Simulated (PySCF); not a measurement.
**Electron correlation in Hg(63+) (mercury, charge +63)**

Starting occupation: [Ne] 3s2 3p5, 3p1/2 with m_j = -1/2, +1/2, 3p3/2 with m_j = -1/2, +1/2, +3/2. All numbers are calculated (PySCF 2.14, X2C-1e with screened-nucleus spin-orbit coupling, Gaussian nucleus, in an even-tempered Gaussian basis (17 s from 21 bohr⁻², ratio 2.4; 14 p from 27 bohr⁻², ratio 2.4; 4 d from 95 bohr⁻², ratio 2.6; 4 f from 140 bohr⁻², ratio 2.6)). Frozen: 1s2; 15 electrons correlated; the 46 highest virtual spinors left out.

MP2 pair energies summed by pair of shells (mhartree):

```json
{"pair": "2p1/2-2p3/2", "energy": "-88.44", "share (%)": "13.2"}
{"pair": "2p3/2-2p3/2", "energy": "-87.72", "share (%)": "13.0"}
{"pair": "3p1/2-3p3/2", "energy": "-70.78", "share (%)": "10.5"}
{"pair": "3p3/2-3p3/2", "energy": "-46.24", "share (%)": "6.9"}
{"pair": "2p3/2-3p3/2", "energy": "-45.59", "share (%)": "6.8"}
{"pair": "3p3/2-3s1/2", "energy": "-42.54", "share (%)": "6.3"}
{"pair": "2p3/2-2s1/2", "energy": "-40.24", "share (%)": "6.0"}
{"pair": "2p3/2-3p1/2", "energy": "-38.21", "share (%)": "5.7"}
{"pair": "3p1/2-3p1/2", "energy": "-27.18", "share (%)": "4.0"}
{"pair": "3p1/2-3s1/2", "energy": "-24.46", "share (%)": "3.6"}
{"pair": "2p3/2-3s1/2", "energy": "-22.06", "share (%)": "3.3"}
{"pair": "2p1/2-2p1/2", "energy": "-21.91", "share (%)": "3.3"}
{"pair": "2p1/2-2s1/2", "energy": "-21.23", "share (%)": "3.2"}
{"pair": "2p1/2-3p3/2", "energy": "-20.45", "share (%)": "3.0"}
{"pair": "2p1/2-3p1/2", "energy": "-13.88", "share (%)": "2.1"}
{"pair": "2s1/2-2s1/2", "energy": "-11.99", "share (%)": "1.8"}
{"pair": "2s1/2-3p3/2", "energy": "-11.73", "share (%)": "1.7"}
{"pair": "3s1/2-3s1/2", "energy": "-10.65", "share (%)": "1.6"}
{"pair": "2s1/2-3p1/2", "energy": "-10.06", "share (%)": "1.5"}
{"pair": "2p1/2-3s1/2", "energy": "-9.11", "share (%)": "1.4"}
{"pair": "2s1/2-3s1/2", "energy": "-7.81", "share (%)": "1.2"}
```

Total MP2 correlation energy: -672.28 mhartree.

At this charge the one-electron X2C treatment keeps the bare 1/r₁₂, with no two-electron picture change or Breit term. The effect here is smaller than on the frozen 1s shell.
